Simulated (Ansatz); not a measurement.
## A relaxation, step by step

CH₇GeN, singlet, PBE0-D4/def2-TZVP (Ansatz 0.2.0). Settings:

```yaml
hamiltonian: {xc: pbe0, dispersion: d4}
relax: {f_tol: 0.005, max_steps: 200}
```

Start, a step off a saddle point along its unstable mode:

```xyz
10
angstrom
Ge -1.1287 -0.1918 -0.2951
C 1.1500 0.4854 -0.0049
N -1.0913 -0.8232 1.3045
H 0.5277 -0.0973 0.5343
H -0.9541 -0.8973 -1.6911
H -1.5346 1.3037 -0.6330
H 1.0526 0.5670 -1.1241
H 2.0586 -0.0698 0.1691
H 1.2325 1.5253 0.3925
H -1.3127 -1.8019 1.3480
```

```csv
step,energy less the last (meV),largest force component (eV/Å)
1,1351.2,3.639
4,116.7,0.641
7,25.7,0.923
10,11.0,0.154
13,3.9,0.030
16,2.3,0.047
19 (rejected trial),2.0,0.054
22,0.9,0.038
25,0.5,0.037
28,0.2,0.009
31,0.2,0.033
34,0.1,0.009
37,0.0,0.017
40,0.0,0.003
43,0.0,0.001
```

Step 4, positions (Å) and forces (eV/Å):

```json
{"atom": "Ge1", "x": "-1.438", "y": "-0.289", "z": "-0.297", "Fx": "-0.293", "Fy": "-0.085", "Fz": "0.179"}
{"atom": "C2", "x": "1.461", "y": "0.596", "z": "-0.033", "Fx": "0.162", "Fy": "-0.124", "Fz": "0.035"}
{"atom": "N3", "x": "-1.652", "y": "-0.915", "z": "1.285", "Fx": "0.081", "Fy": "-0.544", "Fz": "-0.337"}
{"atom": "H4", "x": "0.789", "y": "0.026", "z": "0.613", "Fx": "-0.014", "Fy": "0.047", "Fz": "-0.061"}
{"atom": "H5", "x": "-1.100", "y": "-1.012", "z": "-1.623", "Fx": "0.003", "Fy": "-0.037", "Fz": "0.083"}
{"atom": "H6", "x": "-1.645", "y": "1.214", "z": "-0.531", "Fx": "-0.014", "Fy": "-0.084", "Fz": "0.077"}
{"atom": "H7", "x": "1.153", "y": "0.573", "z": "-1.085", "Fx": "0.009", "Fy": "-0.035", "Fz": "0.163"}
{"atom": "H8", "x": "2.437", "y": "0.120", "z": "0.062", "Fx": "0.086", "Fy": "0.195", "Fz": "-0.090"}
{"atom": "H9", "x": "1.478", "y": "1.624", "z": "0.323", "Fx": "0.122", "Fy": "0.026", "Fz": "-0.032"}
{"atom": "H10", "x": "-1.482", "y": "-1.938", "z": "1.287", "Fx": "-0.142", "Fy": "0.641", "Fz": "-0.016"}
```

Step 22, positions (Å) and forces (eV/Å):

```json
{"atom": "Ge1", "x": "-1.692", "y": "-0.301", "z": "-0.264", "Fx": "0.005", "Fy": "-0.001", "Fz": "-0.012"}
{"atom": "C2", "x": "1.734", "y": "0.626", "z": "-0.040", "Fx": "0.003", "Fy": "0.014", "Fz": "-0.015"}
{"atom": "N3", "x": "-1.989", "y": "-1.038", "z": "1.242", "Fx": "-0.010", "Fy": "-0.008", "Fz": "0.012"}
{"atom": "H4", "x": "1.337", "y": "0.000", "z": "0.760", "Fx": "0.002", "Fy": "0.009", "Fz": "-0.005"}
{"atom": "H5", "x": "-1.299", "y": "-0.962", "z": "-1.602", "Fx": "-0.003", "Fy": "0.001", "Fz": "0.001"}
{"atom": "H6", "x": "-1.832", "y": "1.218", "z": "-0.359", "Fx": "0.001", "Fy": "0.001", "Fz": "0.003"}
{"atom": "H7", "x": "1.477", "y": "0.198", "z": "-1.011", "Fx": "0.012", "Fy": "0.013", "Fz": "0.027"}
{"atom": "H8", "x": "2.820", "y": "0.677", "z": "0.048", "Fx": "-0.030", "Fy": "0.001", "Fz": "-0.005"}
{"atom": "H9", "x": "1.317", "y": "1.631", "z": "0.043", "Fx": "0.014", "Fy": "-0.038", "Fz": "-0.003"}
{"atom": "H10", "x": "-1.874", "y": "-2.050", "z": "1.184", "Fx": "0.006", "Fy": "0.008", "Fz": "-0.004"}
```

Step 31, positions (Å) and forces (eV/Å):

| atom | x | y | z | Fx | Fy | Fz |
| --- | --- | --- | --- | --- | --- | --- |
| Ge1 | -1.707 | -0.260 | -0.245 | -0.003 | 0.000 | 0.011 |
| C2 | 1.738 | 0.598 | -0.046 | -0.025 | 0.003 | -0.006 |
| N3 | -1.970 | -1.068 | 1.233 | 0.004 | -0.007 | -0.020 |
| H4 | 1.335 | 0.065 | 0.817 | 0.007 | 0.011 | -0.024 |
| H5 | -1.315 | -0.852 | -1.614 | -0.002 | 0.001 | 0.002 |
| H6 | -1.888 | 1.259 | -0.272 | 0.002 | -0.007 | 0.001 |
| H7 | 1.589 | 0.006 | -0.951 | 0.002 | 0.016 | 0.029 |
| H8 | 2.805 | 0.762 | 0.099 | -0.002 | 0.004 | -0.002 |
| H9 | 1.238 | 1.562 | -0.148 | 0.019 | -0.033 | 0.003 |
| H10 | -1.825 | -2.072 | 1.126 | -0.001 | 0.013 | 0.006 |

Last step (43):

```xyz
10
angstrom
Ge -1.7110 -0.2489 -0.2384
C 1.7382 0.5920 -0.0460
N -1.9590 -1.0843 1.2252
H 1.3256 0.1109 0.8411
H -1.3306 -0.8144 -1.6223
H -1.8928 1.2690 -0.2347
H 1.6191 -0.0617 -0.9109
H 2.7993 0.7860 0.1094
H 1.2255 1.5378 -0.2237
H -1.8142 -2.0863 1.1004
```

Hardware: 4 CPU threads of an Arm Neoverse V1, shared host. Wall time about 71 s.
